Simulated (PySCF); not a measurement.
An equivalent PySCF input for N²⁺ (nitrogen, charge +2), [He] 2s2 2p1, 2P determinant, with the spin-free X2C one-electron Hamiltonian (Gaussian nucleus):

```python
from pyscf import gto, scf, dft, mp, cc
import basis_set_exchange as bse
mol = gto.M(atom="N 0 0 0", charge=2, spin=1, symmetry="D2h",
            basis=gto.basis.parse(bse.get_basis("x2c-TZVPPall", elements=["N"], fmt="nwchem", augment_diffuse=1)),
            nucmod="G")
mf = dft.UKS(mol, xc="PBE0").sfx2c1e()
mf.irrep_nelec = {'Ag': (2, 2), 'B2u': (1, 0)}
mf.kernel()
```

It reaches the same state as the run whose output follows, with an energy that differs only through the grid. The run itself started from symmetry-adapted Hartree-Fock orbitals and held the occupation by maximum overlap, on a logarithmic radial grid, so the iterations belong to that start.

```
SCF conv_tol = 1e-09
number electrons alpha = 3  beta = 2
XC functionals = PBE0
    C. Adamo and V. Barone.,  J. Chem. Phys. 110, 6158 (1999)
    M. Ernzerhof and G. E. Scuseria.,  J. Chem. Phys. 110, 5029 (1999)
cycle= 1 E= -52.9348660183767  delta_E= -0.00291  |g|= 0.0111  |ddm|= 0.0443
cycle= 2 E= -52.9349113652101  delta_E= -4.53e-05  |g|= 0.00164  |ddm|= 0.00449
cycle= 3 E= -52.9349124460605  delta_E= -1.08e-06  |g|= 7.41e-05  |ddm|= 0.000841
cycle= 4 E= -52.9349124473002  delta_E= -1.24e-09  |g|= 4.31e-06  |ddm|= 5.83e-05
cycle= 5 E= -52.9349124473045  delta_E= -4.26e-12  |g|= 1.74e-07  |ddm|= 2.39e-06
converged SCF energy = -52.9349124473045  <S^2> = 0.75181189  2S+1 = 2.0018111
```
